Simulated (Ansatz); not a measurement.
Isolated molecules relaxed with PBE0-D4/def2-TZVP in Ansatz; ΔE leaves out vibrations. CCSD(T)/CBS adds triple-zeta CCSD(T) − MP2 to the extrapolated MP2 energy (def2 sets, frozen cores). For Ge outer-core shells are correlated without core-valence functions, which leaves a few kJ/mol of doubt a bond. Scalar relativity is left out up to krypton. Each species was taken in one conformer, which may not be the lowest.

`C[CH](C)[Ge][Cl]` → `[Cl][GeH]` + `C=CC`  (β-hydride elimination)

`C[CH](C)[Ge][Cl]`:

Cartesian coordinates in Å:
```
C 0.747 1.060 -0.338
C -0.260 0.272 0.489
C 0.102 -1.205 0.578
Ge -2.139 0.491 -0.180
Cl -1.819 -0.320 -2.200
H 0.794 0.679 -1.361
H 1.751 0.979 0.094
H 0.504 2.126 -0.391
H -0.297 0.691 1.504
H 1.087 -1.335 1.041
H -0.611 -1.780 1.178
H 0.141 -1.657 -0.416
```

`[Cl][GeH]`:

Cartesian coordinates in Å:
```
Cl 0.202 1.478 -0.528
Ge 0.245 -0.255 0.799
H -0.446 -1.223 -0.271
```

`C=CC`:

Cartesian coordinates in Å:
```
C -0.649 0.455 -1.136
C -0.534 0.003 0.105
C 0.752 -0.334 0.777
H 0.222 0.612 -1.765
H -1.616 0.683 -1.569
H -1.437 -0.138 0.696
H 0.892 0.267 1.681
H 0.766 -1.382 1.094
H 1.605 -0.165 0.117
```

| species | MP2/def2-SVP energy (Eh) |
| --- | --- |
| `C[CH](C)[Ge][Cl]` | -2652.85497 |
| `[Cl][GeH]` | -2535.39295 |
| `C=CC` | -117.40663 |

(1) Work out ΔE.

Largest T1 diagnostic among the species: 0.013.

Answers

(1) ΔE = (-2535.39295) + (-117.40663) − (-2652.85497) = 0.05539 Eh = +145.4 kJ/mol. CCSD(T)/CBS gives +136.3 kJ/mol.

At CCSD(T), def2-SVP lies −9.0 kJ/mol from the extrapolated value and def2-TZVPP −4.3 kJ/mol. In def2-TZVPP, CCSD(T) changes the Hartree–Fock value by +47.5 kJ/mol (the triples alone add +4.5 kJ/mol) and MP2 by +65.1 kJ/mol.
